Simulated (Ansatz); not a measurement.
Input for Ansatz (a quantum-chemistry and plane-wave program): R-wB97M-V/def2-TZVPP on BeBrH (SMILES [BeH][Br]), atoms moved off the minimum.

Ansatz 0.2 input:
```yaml
crystal:
  periodic: [false, false, false]
  atoms:
    - {symbol: Be, position_ang: [0.01709796, 0.04137226, -1.72735486]}
    - {symbol: H, position_ang: [-0.05966194, 0.01559662, -2.98693613]}
    - {symbol: Br, position_ang: [0.04087708, -0.06482387, 0.36516350]}
basis:
  gaussian:
    orbitals: def2-TZVPP
hamiltonian:
  xc: {name: wB97M-V}
scf: {lower_state_search: off}
output: {forces: true}
```

It printed:

```
WARN ansatz: RAYON_NUM_THREADS=1 ignored (pool sized by the plan → 1); use --threads N
Functional definition: wB97M-V
these checks for a lower state are left out or cut short: stability, starts, cluster_reference, orbital_swaps, neighbouring_geometries, increment
integrals: 0.03 GiB planned
608 factors; their error is unknown
integrals: 0.06 GiB planned
135 factors; integrals over basis functions are off by at most 7.9e-5 eV
mean field: 0.27 GiB planned
mean field evaluation 1: about -70460.1074 eV, gradient 1.1e1 eV
mean field evaluation 2: about -70460.5726 eV, gradient 7.2e0 eV
mean field evaluation 4: about -70460.7124 eV, gradient 5.2e-1 eV
mean field evaluation 8: about -70460.9673 eV, gradient 7.3e-3 eV
mean field evaluation 16: about -70460.9673 eV, gradient 2.9e-6 eV
mean field -70460.96733318 eV, -2589.3927893352 hartree, gradient 2.9e-6 eV, S^2 0.000000; 0 other end points of the search recorded, 0 dependent functions left out
the calculation of the forces begins
reference -70460.96737985 eV, -2589.3927910506 hartree; 20, 20 occupied and 61, 61 virtual orbitals, 608 factors
Total energy: -70460.96737985 eV, -2589.3927910506 hartree
Atom 0 at     0.017098     0.041372    -1.727355 Å, force     0.002878    -0.175323     2.675506 eV/Å
Atom 1 at    -0.059662     0.015597    -2.986936 Å, force    -0.013606     0.049310    -1.026537 eV/Å
Atom 2 at     0.040877    -0.064824     0.365163 Å, force     0.010728     0.126013    -1.648969 eV/Å
Dipole moment:     0.019554     0.042476    -0.214514 e Å
Checks for a lower state left out: stability, starts, cluster_reference, orbital_swaps, neighbouring_geometries, increment
```

The calculation finished and met its thresholds.

Cost: about 4 core-seconds (a rough figure).
